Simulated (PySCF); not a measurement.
Fill in the blanks.

Species: C5H4O2.
SMILES with atom numbers: `[O:1]=[CH:2][c:3]1[cH:4][cH:5][o:6][cH:7]1` (hydrogens: H8 on C2; H9 on C4; H10 on C5; H11 on C7)

Conformer (atom-mapped SMILES and torsion angles): `[O:1]=[CH:2][c:3]1[cH:4][cH:5][o:6][cH:7]1`: O1–C2–C3–C4 180°.

```csv
property,level,value
point group,PBE0-D3(BJ)/def2-SVP,Cs
"rotational constants A, B, C",PBE0-D3(BJ)/def2-SVP,"8.217, 1.997, 1.606 GHz"
dipole moment,PBE0/def2-SVPD,3.23 D
HOMO energy,PBE0/def2-SVPD,-7.32 eV
LUMO energy,PBE0/def2-SVPD,-1.70 eV
lowest singlet excitation,TDDFT PBE0/def2-SVPD,"3.87 eV (321 nm, f = 0.000)"
strongest line among the 10 lowest singlet transitions,TDDFT PBE0/def2-SVPD,"S5 at 6.70 eV (185 nm, f = 0.405)"
lowest triplet excitation (Tamm–Dancoff),TDA PBE0/def2-SVPD,3.31 eV
static isotropic polarisability,PBE0/def2-SVPD,62.7 au
vertical ionisation energy,ΔSCF PBE0/def2-SVPD,?
electronic spatial extent ⟨r²⟩ about the centre of nuclear charge,PBE0/def2-SVPD,698 bohr²
13C chemical shifts (computed TMS as zero) by class,GIAO B3LYP/pcSseg-2,"192.9 (C2), 155.4 (C7), 151.7 (C5), 138.7 (C3), 119.4 (C4) ppm"
1H chemical shifts (computed TMS as zero) by class,GIAO B3LYP/pcSseg-2,?
"isotropic shieldings of nuclei other than C and H, by class",GIAO B3LYP/pcSseg-2,"-314 (O1), 14 (O6) ppm"
largest of the computed one-bond spin–spin couplings (means over like bonds),"B3LYP/pcJ-1, spin–dipole term left out",?
```

Electronic properties: PySCF, gas phase, density fitting. The structure is a single PBE0-D3(BJ)/def2-SVP conformer in the gas phase; no vibrational or solvent corrections.

Give the 1H chemical shifts (computed TMS as zero) by class.

10.20 (H8), 8.21 (H11), 7.47 (H10), 6.87 (H9) ppm.

The vertical ionisation energy?

9.34 eV.

What are the largest of the computed one-bond spin–spin couplings (means over like bonds)?

13C–1H +219.4 (C7–H11), 13C–1H +215.8 (C5–H10), 13C–1H +185.3 (C4–H9), 13C–1H +177.6 (C2–H8), 13C–13C +76.8 (C4–C5), 13C–13C +73.8 (C3–C7), 13C–13C +66.6 (C2–C3), 13C–13C +56.3 (C3–C4) Hz.

The vertical singlet–triplet gap S1 − T1 is 0.56 eV (TDDFT singlet less Tamm–Dancoff triplet; S1: HOMO−1→LUMO, weight 0.96; T1: HOMO−1→LUMO, weight 0.94). With B = h/(8π²I), that is 505.379 GHz u Å² over I, the principal moments of inertia are 61.5, 253.1 and 314.6 u Å² (most abundant isotopes); the inertial defect Ic − Ia − Ib is 0.0 u Å² (zero for a rigid planar frame, negative otherwise). The largest Löwdin shares of the HOMO are 0.27 on C5, 0.25 on C7, 0.15 on C3 and 0.14 on C4. The 10 singlets span 3.87 to 7.72 eV, and their oscillator strengths add up to 0.64. The ΔSCF ionisation energy exceeds −ε(HOMO) by 2.02 eV with PBE0.
